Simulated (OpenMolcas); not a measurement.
## I+: input and output

Input:

```
&GATEWAY
Coord
1

I 0.0 0.0 0.0
Basis=ANO-R1
Group=XYZ
NoMove
AngMom=0.0 0.0 0.0
AMFI
&SEWARD
&RASSCF
FileOrb=start.orb
Symmetry=1
Spin=3
nActEl=4 0 0
Inactive=15 9
Ras2=0 3
CIRoot=3 3 1
SDav=3
CIMx=300
Iter=120 100
PrWF=0.3
OrbListing=Nothing
MaxOrb=0
Atom
>>> COPY $Project.JobIph JOB001
&RASSCF
FileOrb=start.orb
Symmetry=1
Spin=1
nActEl=4 0 0
Inactive=15 9
Ras2=0 3
CIRoot=6 6 1
SDav=6
CIMx=300
Iter=120 100
PrWF=0.3
OrbListing=Nothing
MaxOrb=0
Atom
CIOnly
>>> COPY $Project.JobIph JOB002
&RASSI
NrOfJobIphs=2 3 6
1 2 3
1 2 3 4 5 6
IphNames
JOB001
JOB002
EJob
SpinOrbit
DIPRint=1.0
SOCoupling=1000.0
Subsets=2
MEES
Property=10
'ANGMOM' 1 'ANGMOM' 2 'ANGMOM' 3 'MLTPL  1' 1 'MLTPL  1' 2 'MLTPL  1' 3
'AMFI' 1 'AMFI' 2 'AMFI' 3 'MLTPL  2' 6
SOProperty=3
'ANGMOM' 1 'ANGMOM' 2 'ANGMOM' 3
```

Launched by
```bash
OMP_NUM_THREADS=1 MOLCAS_MEM=2252 MOLCAS_PROJECT=a pymolcas a.inp > a.log  # once for each step of the input, in one work folder
```

A driver script runs the steps one by one and writes start.orb anew before each from the orbitals found so far, so a CI-only block uses the converged orbitals of the first block.

Output, cut to the results:

```
--- SEWARD ---
Basis set label: I.ANO-R...6S5P3D1F.

      Electronic valence basis set:
      ------------------
      Associated Effective Charge  53.000000 au
      Associated Actual Charge     53.000000 au
      Nuclear Model: Finite nucleus - Gaussian distribution
        Gaussian exponent, Xi/bohr**(-2):  1.84442E+08

      Shell  nPrim  nBasis  Cartesian Spherical Contaminant
         s      23       6        X
         p      18       5        X
         d      12       3                 X
         f       6       1                 X
                  Relativistic X2C integrals
                  Atomic mean-field integrals
--- RASSCF ---
Wave function specifications:
      -----------------------------

      Number of closed shell electrons          48
      Number of electrons in active shells       4
      Max number of holes in RAS1 space          0
      Max nr of electrons in RAS3 space          0
      Number of inactive orbitals               24
      Number of active orbitals                  3
      Number of secondary orbitals              16
      Spin quantum number                      1.0
      State symmetry                             1
Orbital specifications:
      -----------------------

      Symmetry species                           1   2
                                                ag  au
      Frozen orbitals                            0   0
      Inactive orbitals                         15   9
      Active orbitals                            0   3
      RAS1 orbitals                              0   0
      RAS2 orbitals                              0   3
      RAS3 orbitals                              0   0
      Secondary orbitals                         6  10
      Deleted orbitals                           0   0
      Number of basis functions                 21  22
      Number of CSFs                             3
      Number of root(s) required                 3
      Iter CI   SX   CI       RASSCF       Energy    max ROT     max BLB   max BLB  Level Ln srch  Step   QN
          iter iter root      energy       change     param      element    value   shift minimum  type update
 Nr of preliminary CI iterations:   1
      Total energies have been shifted. Add                -7000.00 au
        1   1    6    0  -112.39093172    0.00E+00   2.38E-02   11  14 2  3.08E-02*  0.00   0.00    SX    NO
        2   1    6    0  -112.39321594   -2.28E-03*  2.32E-03   12  19 1 -1.12E-02*  0.00   0.00    SX    NO
        3   1    5    0  -112.39331817   -1.02E-04*  1.06E-03   14  21 1  2.38E-03*  0.00   0.00    SX    NO
        4   1    4    0  -112.39332618   -8.01E-06*  2.77E-04   13  20 1 -8.19E-04*  0.00   0.00    SX    NO
        5   1    4    0  -112.39332686   -6.79E-07*  6.55E-05   13  20 1  2.26E-04*  0.00   0.77    QN   YES
        6   1    2    0  -112.39332692   -6.41E-08* -2.85E-06   15  16 1  6.22E-06   0.00   1.00    QN   YES
        7   1    2    0  -112.39332692   -1.91E-11  -6.32E-07   15  16 1  1.13E-06   0.00   2.50    QN   YES
      Convergence after  7 iterations
        8   1    2    0  -112.39332692   -9.09E-13  -6.32E-07    1  16 1  2.00E-07   0.00   2.50    QN   YES
      Natural orbitals and occupation numbers for root  1
      sym 2:   1.000000   2.000000   1.000000
      Natural orbitals and occupation numbers for root  2
      sym 2:   2.000000   1.000000   1.000000
      Natural orbitals and occupation numbers for root  3
      sym 2:   1.000000   1.000000   2.000000
::    RASSCF root number  1 Total energy:  -7112.39332692
::    RASSCF root number  2 Total energy:  -7112.39332692
::    RASSCF root number  3 Total energy:  -7112.39332692
--- RASSCF ---
Wave function specifications:
      -----------------------------

      Number of closed shell electrons          48
      Number of electrons in active shells       4
      Max number of holes in RAS1 space          0
      Max nr of electrons in RAS3 space          0
      Number of inactive orbitals               24
      Number of active orbitals                  3
      Number of secondary orbitals              16
      Spin quantum number                      0.0
      State symmetry                             1
Orbital specifications:
      -----------------------

      Symmetry species                           1   2
                                                ag  au
      Frozen orbitals                            0   0
      Inactive orbitals                         15   9
...
--- RASSI ---
SPIN-FREE ENERGIES:
  (Shifted by EMIN (a.u.) =      -7112.3933269201)

 SF State       Relative EMIN(au)   Rel lowest level(eV)    D:o, cm**(-1)      L_eff

     1             0.0000000000        0.0000000000              0.0000         1.0
     2             0.0000000000        0.0000000000              0.0000         1.0
     3             0.0000000000        0.0000000000              0.0000         1.0
     4             0.0495426079        1.3481230403          10873.3456         2.0
     5             0.0495426079        1.3481230403          10873.3456         2.0
     6             0.0495426079        1.3481230403          10873.3456         2.0
     7             0.0495426079        1.3481230403          10873.3456         2.0
     8             0.0495426079        1.3481230403          10873.3456         2.0
     9             0.1238565199        3.3703076008          27183.3640         0.0
     Dipole printing threshold changed to   1.00000000E+00
Eigenvalues of complex Hamiltonian:
   -----------------------------------
  (Shifted by EMIN (a.u.) =      -7112.3933269201)

 SO State       Relative EMIN(au)   Rel lowest level(eV)    D:o, cm**(-1)     J-value

     1            -0.0167105007        0.0000000000              0.0000         2.0
     2            -0.0167105007        0.0000000000              0.0000         1.6
     3            -0.0167105007        0.0000000000              0.0000         1.4
     4            -0.0167105007        0.0000000000              0.0000         1.5
     5            -0.0167105007        0.0000000000              0.0000         1.2
     6             0.0122100345        0.7869678538           6347.3238         0.6
     7             0.0122100345        0.7869678538           6347.3238         0.6
     8             0.0122100345        0.7869678538           6347.3238         1.0
     9             0.0136025076        0.8248589798           6652.9363        -0.0
...
```

The J values that RASSI prints are effective ones from its own formula and need not be integers or half-integers; the table below assigns J from the states.

Levels above the lowest, from the spin-orbit matrix, grouped by J:

```
Configuration  Term  J  E (eV)  Measured (eV)      g  Term weight %
      5s2 5p4    3P  2  0.0000         0.0000  1.469             94
      5s2 5p4    3P  1  0.7870         0.8787  1.501            100
      5s2 5p4    3P  0  0.8249         0.7994                    91
      5s2 5p4    1D  2  1.9253         1.7020  1.032             94
      5s2 5p4    1S  0  4.1194         3.6577                    91
```

Against the 4 measured excited levels shown (NIST Handbook of Basic Atomic Spectroscopic Data) the mean absolute deviation is 1600 cm-1; the largest miss in energy is 5s2 5p4 1S0: computed 4.1194, measured 3.6577 eV (+12.6 %).

Terms from blocks run as CI alone lack orbitals of their own. With the s shell closed, the reference lacks s² → p² mixing. Computed and measured levels are paired by configuration, term and J; levels that our copy of the source lacks, or whose pairing is in doubt (as where it misses far off the trend of its configuration), stay unpaired and out of the deviations. Levels of configurations outside the active space are missing.

The RASSCF and RASSI steps took 2.4 s on 1 thread of Arm Neoverse V1, on a shared host; the integral step is not counted.

The term weight is that of the spin-free term in the level, not the purity of its configuration.
